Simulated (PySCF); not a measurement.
C3H7BFN, SMILES B(F)(N)C(=C)C. Coordinates come from a B3LYP-D3(BJ)/def2-SVP optimisation. The structure was generated by enumeration, and PubChem lists no compound with its InChIKey, so it may never have been made. The values are those of a single conformer.

Computed equilibrium geometry at B3LYP-D3(BJ)/def2-SVP (PySCF confirms it by a frequency run) as bond lengths and angles, and its point group (one conformer of several):
point group Cs.
Atoms: C1 C2 C3 B4 N5 F6 H7 H8 H9 H10 H11 H12 H13. Bonds (Å): C1–C2 1.344, C1–H7 1.094, C1–H8 1.097, C2–C3 1.510, C2–B4 1.569, C3–H9 1.105, C3–H10 1.105, C3–H11 1.101, B4–N5 1.401, B4–F6 1.349, N5–H12 1.011, N5–H13 1.013. Bond angles (°): C2–C1–H7 121.1, C2–C1–H8 122.1, H7–C1–H8 116.8, C1–C2–C3 121.7, C1–C2–B4 119.0, C3–C2–B4 119.3, C2–C3–H9 111.2, C2–C3–H10 111.2, C2–C3–H11 112.3, H9–C3–H10 106.5, H9–C3–H11 107.7, H10–C3–H11 107.7, C2–B4–N5 122.9, C2–B4–F6 119.5, N5–B4–F6 117.6, B4–N5–H12 123.4, B4–N5–H13 122.3, H12–N5–H13 114.3.
